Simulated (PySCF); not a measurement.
F$_{2}$OTa (SMILES [O]=[Ta+]([F])[F]), charge +1, singlet, geometry from GFN2-xTB (such geometries of metal compounds can be far from the true shape) (the multiplicity is a formal guess) (core potentials on Ta), with bond 3-1 at 2.0 times its length; HF/def2-SV(P) (PySCF).

Here is a job for PySCF.
```python
from pyscf import gto, scf

mol = gto.M(
    atom='''
Ta    0.111238    0.174881    0.068895
O     1.320454   -0.965334   -0.491876
F    -2.035461   -1.868457    2.440873
F    -1.113889    0.286381   -1.376473
''',
    basis='def2-sv(p)',
    ecp={'Ta': 'def2-sv(p)'},
    charge=1,
    spin=0,
    verbose=4,
)

mf = scf.RHF(mol)
mf.diis_space = 2
mf.kernel()
```

Question: What does PySCF print? Leave out banner, timings and long lists.

Answer: 
```
PySCF version 2.14.0

[INPUT] verbose = 4
[INPUT] num. atoms = 4
[INPUT] num. electrons = 38
[INPUT] charge = 1
[INPUT] spin (= nelec alpha-beta = 2S) = 0
[INPUT] symmetry False subgroup None
[INPUT] Mole.unit = angstrom
[INPUT] Symbol           X                Y                Z      unit          X                Y                Z       unit  Magmom
[...]
nuclear repulsion = 111.498018998307
number of shells = 29
number of NR pGTOs = 122
number of NR cGTOs = 67
basis = def2-sv(p)
ecp = {'Ta': 'def2-sv(p)'}

******** <class 'pyscf.scf.hf.RHF'> ********
method = RHF
initial guess = minao
damping factor = 0
level_shift factor = 0
DIIS = <class 'pyscf.scf.diis.CDIIS'>
diis_start_cycle = 1
diis_space = 2
diis_damp = 0
SCF conv_tol = 1e-09
SCF conv_tol_grad = None
SCF max_cycles = 50
direct_scf = True
direct_scf_tol = 1e-13
Set gradient conv threshold to 3.16228e-05
Initial guess from minao.
init E= -316.056461424105
[...]
cycle= 1 E= -328.886000970252  delta_E= -12.8  |g|= 1.31  |ddm|= 7.97
[...]
cycle= 2 E= -314.818497116414  delta_E= 14.1  |g|= 4.47  |ddm|= 5.64
[...]
cycle= 3 E= -329.09055845843  delta_E= -14.3  |g|= 0.96  |ddm|= 5.45
[...]
cycle= 4 E= -329.186615827105  delta_E= -0.0961  |g|= 0.617  |ddm|= 0.763
[...]
cycle= 5 E= -317.329793731006  delta_E= 11.9  |g|= 3.98  |ddm|=  4.7
[...]
cycle= 6 E= -329.1495229198  delta_E= -11.8  |g|= 0.822  |ddm|= 4.63
[...]
cycle= 7 E= -329.133478779884  delta_E= 0.016  |g|= 0.938  |ddm|= 1.23
[...]
cycle= 8 E= -329.080488503643  delta_E= 0.053  |g|= 1.06  |ddm|=  1.7
[...]
cycle= 9 E= -329.184598850153  delta_E= -0.104  |g|= 0.835  |ddm|= 1.69
[...]
cycle= 10 E= -329.228200429404  delta_E= -0.0436  |g|= 0.676  |ddm|= 0.853
[...]
cycle= 11 E= -329.016468520008  delta_E= 0.212  |g|= 1.15  |ddm|= 1.76
[...]
cycle= 12 E= -329.276189090538  delta_E= -0.26  |g|= 0.521  |ddm|= 1.59
[...]
cycle= 13 E= -329.259621984752  delta_E= 0.0166  |g|= 0.584  |ddm|= 0.668
[...]
cycle= 14 E= -329.252317243527  delta_E= 0.0073  |g|= 0.603  |ddm|= 0.974
[...]
cycle= 15 E= -329.292819415712  delta_E= -0.0405  |g|= 0.447  |ddm|= 0.966
[...]
cycle= 16 E= -329.302314112738  delta_E= -0.00949  |g|= 0.378  |ddm|= 0.456
[...]
cycle= 17 E= -329.26120225008  delta_E= 0.0411  |g|= 0.567  |ddm|= 0.845
[...]
cycle= 18 E= -329.31819690754  delta_E= -0.057  |g|= 0.274  |ddm|= 0.772
[...]
cycle= 19 E= -329.31450507086  delta_E= 0.00369  |g|= 0.299  |ddm|= 0.342
[...]
cycle= 20 E= -329.313317953276  delta_E= 0.00119  |g|= 0.302  |ddm|= 0.473
[...]
cycle= 21 E= -329.323170606922  delta_E= -0.00985  |g|= 0.225  |ddm|= 0.488
[...]
cycle= 22 E= -329.326265151461  delta_E= -0.00309  |g|= 0.183  |ddm|= 0.232
[...]
cycle= 23 E= -329.318082052601  delta_E= 0.00818  |g|= 0.263  |ddm|= 0.378
[...]
cycle= 24 E= -329.329837242801  delta_E= -0.0118  |g|= 0.133  |ddm|= 0.359
[...]
cycle= 25 E= -329.329452677673  delta_E= 0.000385  |g|= 0.137  |ddm|= 0.165
[...]
cycle= 26 E= -329.329090284311  delta_E= 0.000362  |g|= 0.14  |ddm|= 0.207
[...]
cycle= 27 E= -329.330988572323  delta_E= -0.0019  |g|= 0.109  |ddm|= 0.231
[...]
cycle= 28 E= -329.331990991661  delta_E= -0.001  |g|= 0.0812  |ddm|= 0.115
[...]
cycle= 29 E= -329.330368182684  delta_E= 0.00162  |g|= 0.117  |ddm|= 0.159
[...]
cycle= 30 E= -329.332599244852  delta_E= -0.00223  |g|= 0.0619  |ddm|= 0.162
[...]
cycle= 31 E= -329.332647579722  delta_E= -4.83e-05  |g|= 0.0595  |ddm|= 0.0789
[...]
cycle= 32 E= -329.33253653976  delta_E= 0.000111  |g|= 0.0617  |ddm|= 0.0846
[...]
cycle= 33 E= -329.332833109588  delta_E= -0.000297  |g|= 0.0513  |ddm|= 0.106
[...]
cycle= 34 E= -329.333124027035  delta_E= -0.000291  |g|= 0.0347  |ddm|= 0.0567
[...]
cycle= 35 E= -329.332823266665  delta_E= 0.000301  |g|= 0.05  |ddm|= 0.0634
[...]
cycle= 36 E= -329.333205395556  delta_E= -0.000382  |g|= 0.0285  |ddm|= 0.0705
[...]
cycle= 37 E= -329.333242724313  delta_E= -3.73e-05  |g|= 0.0253  |ddm|= 0.0382
[...]
cycle= 38 E= -329.333219102782  delta_E= 2.36e-05  |g|= 0.0264  |ddm|= 0.0333
[...]
cycle= 39 E= -329.3332514934  delta_E= -3.24e-05  |g|= 0.0241  |ddm|= 0.0472
[...]
cycle= 40 E= -329.333328497613  delta_E= -7.7e-05  |g|= 0.0147  |ddm|= 0.0281
[...]
cycle= 41 E= -329.333278161235  delta_E= 5.03e-05  |g|= 0.0208  |ddm|= 0.0245
[...]
cycle= 42 E= -329.333336392893  delta_E= -5.82e-05  |g|= 0.0131  |ddm|= 0.03
[...]
cycle= 43 E= -329.333348971545  delta_E= -1.26e-05  |g|= 0.0109  |ddm|= 0.0186
[...]
cycle= 44 E= -329.333345776853  delta_E= 3.19e-06  |g|= 0.0111  |ddm|= 0.013
[...]
cycle= 45 E= -329.333345834085  delta_E= -5.72e-08  |g|= 0.0112  |ddm|= 0.0206
[...]
cycle= 46 E= -329.333364808066  delta_E= -1.9e-05  |g|= 0.00627  |ddm|= 0.0138
[...]
cycle= 47 E= -329.333357300092  delta_E= 7.51e-06  |g|= 0.00845  |ddm|= 0.00939
[...]
cycle= 48 E= -329.333365049834  delta_E= -7.75e-06  |g|= 0.00605  |ddm|= 0.0125
[...]
cycle= 49 E= -329.33336840851  delta_E= -3.36e-06  |g|= 0.00474  |ddm|= 0.00901
[...]
cycle= 50 E= -329.333368375962  delta_E= 3.25e-08  |g|= 0.00458  |ddm|= 0.00518
SCF not converged.
SCF energy = -329.333368375962
```

The run did not converge; its last values are not results.
